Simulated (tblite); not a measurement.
A geometry optimisation, step by step.

C2H10O2Si4.
SMILES with atom numbers: `[O:1]=[CH:2][O:3][Si@@H:4]1[CH2:5][SiH2:6][SiH2:7][SiH2:8]1` (hydrogens: H9 on C2; H10 on Si4; H11, H12 on C5; H13, H14 on Si6; H15, H16 on Si7; H17, H18 on Si8)

Computed with GFN2-xTB (tblite), gas phase: L-BFGS steps from a force-field or distance-geometry start until the largest atomic force falls under 0.01 eV/Å. 10 of its 166 geometries are shown.

Step 0: E = -664.4426 eV, largest atomic force 2.662 eV/Å
```
atom  x, y, z in Å  |  force x, y, z in eV/Å
O1      2.697   -0.899    0.868    0.506   1.755  -1.937
C2      3.100   -0.122    0.009   -0.878  -0.658   0.858
O3      2.376    0.682   -0.769    0.729  -0.663   0.879
Si4     0.706    0.772   -0.721   -0.331  -0.806  -0.772
C5      0.035    1.217    0.971    0.560   0.474   0.105
Si6    -1.794    0.874    0.901   -1.646  -0.285   0.625
Si7    -2.032   -1.298    0.109   -0.096  -0.193   0.164
Si8    -0.235   -1.281   -1.356    0.323  -0.142  -0.037
H9      4.176    0.008   -0.220   -0.194  -0.066   0.055
H10     0.262    1.784   -1.693    0.549   0.142   0.127
H11     0.506    0.621    1.748    0.035   0.039   0.058
H12     0.228    2.269    1.190    0.036  -0.062   0.150
H13    -2.408    1.026    2.258    0.237   0.207  -0.392
H14    -2.453    1.817   -0.034    0.171  -0.004   0.243
H15    -3.343   -1.506   -0.568    0.293  -0.121   0.333
H16    -1.828   -2.292    1.216   -0.310   0.255  -0.451
H17    -0.683   -1.226   -2.779    0.251  -0.158   0.305
H18     0.681   -2.439   -1.143   -0.236   0.285  -0.313
```

Step 18: E = -664.8623 eV, largest atomic force 0.095 eV/Å
```
atom  x, y, z in Å  |  force x, y, z in eV/Å
O1      2.614   -0.863    0.746   -0.001  -0.039  -0.014
C2      3.088   -0.075   -0.024   -0.024  -0.042   0.012
O3      2.410    0.741   -0.770   -0.016   0.024  -0.007
Si4     0.714    0.740   -0.777    0.028  -0.065  -0.035
C5     -0.011    1.196    0.927   -0.041   0.035  -0.013
Si6    -1.894    0.850    0.984   -0.029  -0.032  -0.018
Si7    -2.043   -1.324    0.134   -0.005   0.079   0.042
Si8    -0.215   -1.324   -1.328    0.068   0.053  -0.040
H9      4.176    0.031   -0.187    0.007   0.016   0.035
H10     0.621    1.879   -1.694    0.008  -0.011   0.019
H11     0.477    0.620    1.715    0.014  -0.041  -0.070
H12     0.184    2.239    1.164    0.000   0.073  -0.008
H13    -2.398    1.178    2.322    0.025  -0.030   0.064
H14    -2.511    1.857    0.102   -0.014  -0.033  -0.012
H15    -3.341   -1.591   -0.506    0.026  -0.013   0.011
H16    -1.961   -2.349    1.187   -0.024   0.007  -0.018
H17    -0.614   -1.325   -2.748   -0.034   0.004   0.012
H18     0.696   -2.474   -1.260    0.012   0.016   0.040
```

Step 37: E = -664.8867 eV, largest atomic force 0.072 eV/Å
```
atom  x, y, z in Å  |  force x, y, z in eV/Å
O1      2.543   -1.010    0.633   -0.001   0.020  -0.010
C2      3.044   -0.117    0.008   -0.014  -0.006  -0.013
O3      2.405    0.757   -0.704    0.025   0.013  -0.022
Si4     0.716    0.773   -0.840   -0.018  -0.016  -0.042
C5     -0.025    1.247    0.853    0.004   0.010   0.011
Si6    -1.890    0.847    1.016    0.000  -0.058  -0.042
Si7    -2.028   -1.315    0.144    0.019   0.050   0.010
Si8    -0.201   -1.305   -1.322   -0.001  -0.028  -0.053
H9      4.136    0.056   -0.034    0.017  -0.042   0.048
H10     0.712    1.910   -1.763   -0.019  -0.010   0.004
H11     0.502    0.666    1.614    0.006   0.025   0.019
H12     0.180    2.292    1.083   -0.062   0.019   0.016
H13    -2.297    1.105    2.401    0.006   0.005   0.038
H14    -2.623    1.819    0.192    0.004   0.046   0.005
H15    -3.308   -1.589   -0.530    0.023   0.009   0.025
H16    -1.972   -2.344    1.190   -0.005  -0.032   0.009
H17    -0.646   -1.365   -2.726    0.003   0.021  -0.015
H18     0.742   -2.422   -1.227    0.013  -0.024   0.011
```

Step 55: E = -664.8996 eV, largest atomic force 0.072 eV/Å
```
atom  x, y, z in Å  |  force x, y, z in eV/Å
O1      2.419   -1.069    0.570    0.013   0.044  -0.001
C2      2.983   -0.152    0.036   -0.032  -0.036   0.054
O3      2.410    0.761   -0.682    0.041  -0.017   0.019
Si4     0.717    0.779   -0.868    0.041   0.008  -0.033
C5     -0.030    1.304    0.810    0.021   0.001  -0.022
Si6    -1.869    0.825    1.042    0.000  -0.028  -0.015
Si7    -1.984   -1.323    0.141   -0.002   0.031   0.003
Si8    -0.172   -1.312   -1.342   -0.023  -0.008  -0.040
H9      4.076    0.000    0.117   -0.047   0.011  -0.046
H10     0.727    1.897   -1.814    0.012  -0.023   0.017
H11     0.539    0.804    1.597    0.015   0.051  -0.005
H12     0.104    2.374    0.967    0.001  -0.017   0.036
H13    -2.201    1.025    2.458   -0.010   0.006   0.027
H14    -2.651    1.828    0.305   -0.030   0.002  -0.007
H15    -3.276   -1.570   -0.519    0.003  -0.013   0.002
H16    -1.932   -2.368    1.171   -0.003  -0.025   0.016
H17    -0.628   -1.355   -2.745   -0.005   0.008  -0.001
H18     0.758   -2.442   -1.257    0.006   0.004  -0.004
```

Step 73: E = -664.9159 eV, largest atomic force 0.096 eV/Å
```
atom  x, y, z in Å  |  force x, y, z in eV/Å
O1      2.153   -1.060    0.710    0.017   0.057  -0.036
C2      2.850   -0.246    0.163   -0.043  -0.064   0.058
O3      2.426    0.678   -0.637    0.003  -0.044   0.026
Si4     0.748    0.808   -0.932   -0.002   0.075  -0.014
C5     -0.043    1.448    0.694    0.008  -0.007   0.015
Si6    -1.788    0.763    1.119   -0.044  -0.021  -0.003
Si7    -1.899   -1.360    0.154   -0.007   0.036   0.017
Si8    -0.170   -1.265   -1.419   -0.047  -0.032   0.000
H9      3.947   -0.219    0.300   -0.020   0.035  -0.033
H10     0.892    1.887   -1.915    0.020  -0.020   0.047
H11     0.624    1.164    1.511   -0.014  -0.013  -0.011
H12    -0.064    2.539    0.706   -0.027  -0.052  -0.031
H13    -1.984    0.885    2.573    0.038   0.000  -0.045
H14    -2.770    1.691    0.530    0.038   0.008  -0.001
H15    -3.206   -1.594   -0.485    0.019   0.005   0.029
H16    -1.818   -2.454    1.133    0.019   0.025  -0.022
H17    -0.661   -1.257   -2.812   -0.018   0.008   0.019
H18     0.753   -2.402   -1.406    0.060   0.004  -0.014
```

Step 92: E = -664.9879 eV, largest atomic force 0.416 eV/Å
```
atom  x, y, z in Å  |  force x, y, z in eV/Å
O1      1.426   -1.088    0.926   -0.317  -0.205   0.174
C2      2.382   -0.492    0.512    0.227  -0.042  -0.079
O3      2.352    0.436   -0.375   -0.009   0.251  -0.117
Si4     0.843    0.889   -1.061   -0.075  -0.182  -0.093
C5     -0.173    1.727    0.326   -0.132  -0.241  -0.121
Si6    -1.497    0.656    1.227    0.058  -0.119   0.107
Si7    -1.623   -1.424    0.190   -0.019   0.055  -0.013
Si8    -0.150   -1.160   -1.598    0.034   0.092  -0.054
H9      3.408   -0.718    0.847    0.077   0.024   0.092
H10     1.430    1.938   -1.894    0.052  -0.013  -0.066
H11     0.516    2.089    1.072    0.267   0.135   0.285
H12    -0.646    2.614   -0.080   -0.139   0.105  -0.100
H13    -1.164    0.589    2.654    0.082   0.020   0.046
H14    -2.738    1.440    1.208   -0.097   0.056  -0.056
H15    -3.007   -1.666   -0.255   -0.059  -0.010  -0.082
H16    -1.389   -2.592    1.038    0.078  -0.010   0.077
H17    -0.869   -1.060   -2.881    0.051   0.026  -0.039
H18     0.889   -2.174   -1.869   -0.079   0.059   0.041
```

Step 110: E = -665.0485 eV, largest atomic force 0.077 eV/Å
```
atom  x, y, z in Å  |  force x, y, z in eV/Å
O1      1.223   -1.168    0.950    0.061   0.006   0.028
C2      2.215   -0.557    0.639    0.026   0.034  -0.010
O3      2.276    0.389   -0.232   -0.035   0.023   0.028
Si4     0.865    0.894   -1.078    0.033  -0.030  -0.063
C5     -0.238    1.769    0.214   -0.027   0.050  -0.006
Si6    -1.354    0.618    1.295    0.042   0.040   0.011
Si7    -1.553   -1.418    0.185   -0.049   0.008  -0.056
Si8    -0.186   -1.089   -1.683    0.007   0.035   0.029
H9      3.200   -0.772    1.092   -0.013   0.000   0.019
H10     1.594    1.878   -1.886   -0.005  -0.024   0.029
H11     0.388    2.381    0.867   -0.006  -0.049   0.023
H12    -0.881    2.479   -0.308   -0.003  -0.054  -0.033
H13    -0.760    0.572    2.638   -0.012  -0.013  -0.020
H14    -2.623    1.351    1.454    0.007  -0.001   0.035
H15    -2.944   -1.710   -0.230    0.022   0.016   0.042
H16    -1.190   -2.572    1.010   -0.035  -0.024  -0.017
H17    -0.856   -0.910   -2.983   -0.018  -0.009  -0.017
H18     0.818   -2.129   -1.956    0.005  -0.007  -0.023
```

Step 128: E = -665.0683 eV, largest atomic force 0.069 eV/Å
```
atom  x, y, z in Å  |  force x, y, z in eV/Å
O1      1.286   -1.229    0.965   -0.059  -0.033   0.012
C2      2.230   -0.520    0.732    0.009   0.022  -0.019
O3      2.261    0.435   -0.131    0.034   0.028  -0.022
Si4     0.897    0.868   -1.074   -0.028  -0.004   0.014
C5     -0.286    1.754    0.139   -0.040  -0.021   0.001
Si6    -1.291    0.596    1.310    0.030  -0.007   0.029
Si7    -1.586   -1.405    0.156   -0.007  -0.001  -0.027
Si8    -0.190   -1.091   -1.699   -0.007   0.028   0.010
H9      3.195   -0.639    1.259    0.010   0.007   0.000
H10     1.646    1.843   -1.872    0.003  -0.018   0.008
H11     0.266    2.476    0.743    0.022   0.002   0.000
H12    -0.995    2.341   -0.446    0.005   0.000  -0.024
H13    -0.554    0.498    2.577   -0.011  -0.002  -0.014
H14    -2.522    1.338    1.639    0.009  -0.007   0.012
H15    -3.003   -1.622   -0.214    0.044   0.013  -0.016
H16    -1.254   -2.610    0.918   -0.026  -0.007   0.025
H17    -0.867   -0.863   -2.989   -0.026   0.016  -0.011
H18     0.758   -2.165   -2.026    0.038  -0.018   0.022
```

Step 147: E = -665.0729 eV, largest atomic force 0.027 eV/Å
```
atom  x, y, z in Å  |  force x, y, z in eV/Å
O1      1.300   -1.236    0.930    0.010   0.007   0.005
C2      2.233   -0.499    0.731   -0.003  -0.009   0.003
O3      2.263    0.464   -0.123    0.003   0.000   0.000
Si4     0.894    0.865   -1.075   -0.015   0.012   0.005
C5     -0.301    1.746    0.129    0.005   0.024  -0.008
Si6    -1.269    0.583    1.325   -0.014  -0.007  -0.004
Si7    -1.594   -1.403    0.151    0.010   0.006   0.002
Si8    -0.172   -1.106   -1.684    0.011  -0.006   0.002
H9      3.185   -0.596    1.285   -0.010  -0.007  -0.006
H10     1.639    1.831   -1.886    0.001   0.009   0.001
H11     0.243    2.487    0.716   -0.007  -0.003  -0.007
H12    -1.022    2.309   -0.465    0.011  -0.018   0.017
H13    -0.495    0.469    2.567    0.006   0.003  -0.002
H14    -2.487    1.322    1.702    0.011  -0.001   0.006
H15    -2.997   -1.565   -0.281   -0.024   0.002  -0.003
H16    -1.353   -2.615    0.940    0.005   0.002  -0.007
H17    -0.861   -0.878   -2.969   -0.005  -0.009  -0.019
H18     0.787   -2.172   -2.005    0.005  -0.005   0.015
```

Step 165: E = -665.0753 eV, largest atomic force 0.008 eV/Å
```
atom  x, y, z in Å  |  force x, y, z in eV/Å
O1      1.306   -1.231    0.912   -0.001  -0.002   0.000
C2      2.234   -0.488    0.714   -0.001   0.000  -0.002
O3      2.255    0.481   -0.133   -0.001   0.003   0.002
Si4     0.878    0.874   -1.079    0.002   0.001   0.003
C5     -0.316    1.747    0.132    0.002   0.001  -0.004
Si6    -1.255    0.575    1.340    0.000  -0.006  -0.002
Si7    -1.620   -1.385    0.135    0.001   0.000   0.001
Si8    -0.153   -1.123   -1.670    0.004   0.003   0.002
H9      3.189   -0.587    1.262    0.001   0.000  -0.003
H10     1.609    1.850   -1.890    0.002  -0.001  -0.003
H11     0.223    2.500    0.709   -0.001   0.001  -0.002
H12    -1.052    2.296   -0.457    0.000  -0.001   0.001
H13    -0.439    0.438    2.553   -0.002  -0.002   0.000
H14    -2.451    1.318    1.774    0.002   0.000  -0.001
H15    -3.021   -1.496   -0.324   -0.007  -0.002   0.004
H16    -1.428   -2.613    0.910   -0.002   0.001   0.002
H17    -0.797   -0.959   -2.988    0.001   0.004  -0.001
H18     0.828   -2.190   -1.911    0.002   0.000   0.003
```

Q: Summarise the path.

A: The energy falls by 14.59 kcal/mol from step 0 to step 165; nine tenths of that is first reached at step 98. It falls at every step. The largest force goes from 2.662 to 0.008 eV/Å. Among the bonds C5–Si6 changes most, from 1.862 to 1.928 Å; the atoms move by 1.281 Å rms after alignment.

Q: Follow the three bonds and two angles with the largest change from start to end.

A: 
```csv
step,E above end (kcal/mol),largest force (eV/Å),C5–Si6 (Å),C2–O3 (Å),O3–Si4 (Å),Si8–Si4–H10 (°),O3–Si4–H10 (°)
0,14.59,2.662,1.862,1.333,1.672,107.5,108.6
7,6.65,0.348,1.908,1.304,1.690,116.8,98.4
14,5.11,0.137,1.917,1.298,1.693,119.9,94.1
22,4.74,0.128,1.915,1.297,1.694,122.2,93.4
29,4.53,0.096,1.915,1.297,1.698,124.0,93.6
36,4.37,0.077,1.915,1.296,1.695,124.3,93.5
43,4.18,0.059,1.916,1.295,1.702,123.7,93.5
50,4.10,0.038,1.916,1.296,1.701,123.4,94.4
57,4.02,0.059,1.915,1.295,1.704,124.6,94.0
65,3.88,0.181,1.917,1.295,1.702,123.9,94.2
72,3.71,0.081,1.925,1.295,1.709,123.7,94.3
79,3.42,0.204,1.930,1.294,1.714,125.6,93.4
86,2.95,0.170,1.933,1.289,1.709,128.5,92.2
93,1.86,0.279,1.942,1.289,1.731,133.3,93.7
100,1.08,0.163,1.927,1.286,1.720,133.8,93.2
108,0.69,0.100,1.933,1.287,1.722,131.1,93.4
115,0.49,0.059,1.931,1.286,1.718,131.9,93.1
122,0.26,0.067,1.929,1.288,1.716,130.8,93.2
129,0.15,0.039,1.929,1.288,1.715,130.7,93.4
136,0.10,0.050,1.931,1.287,1.714,130.7,93.0
143,0.07,0.038,1.930,1.287,1.715,130.3,93.1
151,0.04,0.031,1.929,1.287,1.717,130.4,93.3
158,0.02,0.034,1.929,1.287,1.716,130.6,93.5
165,0.00,0.008,1.928,1.287,1.716,130.8,93.3
```

The cost below is that of the whole relaxation. On Arm Neoverse V1, one thread, shared host with 32 logical CPUs at a one-minute load of 15, this took 1.9 s of wall time.
